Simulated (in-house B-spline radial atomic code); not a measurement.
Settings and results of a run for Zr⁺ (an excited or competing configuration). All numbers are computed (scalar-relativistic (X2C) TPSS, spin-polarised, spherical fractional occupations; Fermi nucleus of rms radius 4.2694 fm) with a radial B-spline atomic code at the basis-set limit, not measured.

In the input, 3d5,1 would mean five up and one down electron.

Command:
```bash
python run_scf.py task.json out
```
Settings (nuclear radius in fm, mass in u):
```
Z                40
configuration    1s2 2s2 2p6 3s2 3p6 3d10 4s2 4p6 4d1,0 4f1,0 5s1,0
hamiltonian      x2c
method           tpss,tpss
spin_polarised   True
nucleus          fermi
rms_radius       4.2694
atomic_mass      89.9047
speed_of_light   137.035999084
```

Output (hartree, bohr):
```
 radial grid: 82 intervals, B-splines of order 8, outer radius 60 bohr

 iter        energy (Eh)    residual
    1       -3597.458895    5.78e-02
    2       -3597.462029    2.11e-03
    3       -3597.462127    7.04e-04
    4       -3597.462145    4.25e-04
    5       -3597.462158    9.21e-05
    6       -3597.462161    2.91e-05
    7       -3597.462161    1.96e-05
    8       -3597.462162    9.77e-06
    9       -3597.462162    1.62e-06
   10       -3597.462162    2.75e-07

 total energy                     -3597.46216
 kinetic                            3717.5248
 electron-nucleus                  -8661.9746
 Hartree                            1461.3844
 exchange-correlation               -114.3967

 orbital      occ     eigenvalue          <r>       <r^2>       <1/r>       r_max
 1s up      1.000      -655.5244    0.0365764  0.00181519     42.5073     0.02358
 1s down    1.000      -655.5236    0.0365765  0.00181519     42.5073     0.02358
 2s up      1.000       -91.3487     0.162101   0.0310428     9.47788      0.1368
 2s down    1.000       -91.3451     0.162098   0.0310418     9.47806      0.1368
 2p up      3.000       -81.4672     0.141503   0.0244918     9.03746      0.1092
 2p down    3.000       -81.4643       0.1415   0.0244907     9.03763      0.1092
 3s up      1.000       -15.4809      0.45784    0.240464     3.18421      0.4078
 3s down    1.000       -15.4782     0.457853    0.240466     3.18389      0.4078
 3p up      3.000       -12.2487     0.461819    0.248634     2.98849      0.4019
 3p down    3.000       -12.2456     0.461808    0.248604     2.98832       0.402
 3d up      5.000        -6.9576     0.452838    0.248107      2.7379      0.3477
 3d down    5.000        -6.9529     0.452726    0.247928     2.73814      0.3478
 4s up      1.000        -2.5513      1.20877     1.65432     1.12358       1.078
 4s down    1.000        -2.5231       1.2042     1.64078     1.12833       1.075
 4p up      3.000        -1.7266      1.35255      2.0926    0.986577       1.173
 4p down    3.000        -1.6929      1.34452     2.06563    0.992668       1.169
 4d up      1.000        -0.6003      1.93788     4.45299    0.680518       1.528
 4f up      1.000        -0.0954      7.89108     70.2582     0.14794       7.645
 5s up      1.000        -0.5213      3.11254     10.8557    0.415051       2.823
```

Run time, properties included: 0.39 s on 1 thread of Arm Neoverse V1, on a shared host.

One-electron X2C: radii and densities carry no picture-change correction, so inner-shell <1/r> comes out high (for 1s by about 2 % at Z = 33, 5 % at 54, 10 % at 75, 30 % at 118) and <r> low.
